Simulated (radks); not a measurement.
Values are calculated unless marked as measured or tabulated.
In III, configuration [Kr] 4d10 5s1.

Code: a radial shooting solver on a logarithmic mesh with Libxc functionals. Model: Dirac Kohn-Sham, RPBE, spin-unpolarised, spherical densities, point nucleus.

Energy parts (hartree):
part                        energy
total                  -5882.64229
kinetic                 6181.52356
electron-nucleus      -14244.71131
Hartree                 2340.36923
exchange-correlation    -159.82378

Orbitals (lengths in bohr, moments of r in powers of bohr; <r^-3> diverges for s and p1/2; r(max) is where P^2 peaks):
orbital  occ.  eigenvalue (hartree)  <r^-3>     <r^2>   r(max)
1s1/2       2             -1020.032       -  0.001194  0.01921
2s1/2       2             -153.2463       -   0.01941   0.1087
2p1/2       2             -142.9331       -   0.01446  0.08385
2p3/2       4             -135.1843    4019   0.01577  0.08828
3s1/2       2             -29.61922       -    0.1388   0.3157
3p1/2       2             -25.46069       -    0.1339   0.3021
3p3/2       4             -24.06079   739.5    0.1426   0.3122
3d3/2       4             -16.71590   115.3    0.1235   0.2566
3d5/2       6             -16.42912   108.0    0.1261   0.2595
4s1/2       2              -5.05624       -    0.8150   0.7704
4p1/2       2              -3.69973       -    0.9292   0.8001
4p3/2       4              -3.45619   128.6    0.9923   0.8248
4d3/2       4              -1.35894   13.25     1.589   0.9255
4d5/2       6              -1.32689   12.25     1.631   0.9354
5s1/2       1              -0.86239       -     6.256    2.043

The highest occupied level is 5s1/2 at -23.467 eV. For comparison, the ionisation energy in NIST's Atomic Spectra Database is 28.044 eV (measured). In exact Kohn-Sham theory the highest level is minus the ionisation energy, but local and semilocal functionals leave it too shallow, through self-interaction and a potential that decays too fast; potentials with the right tail come closer. Summed over all electrons, <r^2> = 32.35 bohr^2, which gives a Langevin (diamagnetic) susceptibility term of -25.6 x 10^-6 cm^3/mol.

Beside tabulated values, note that spin-unpolarised runs miss the spin-polarisation part of the exchange energy of open shells.
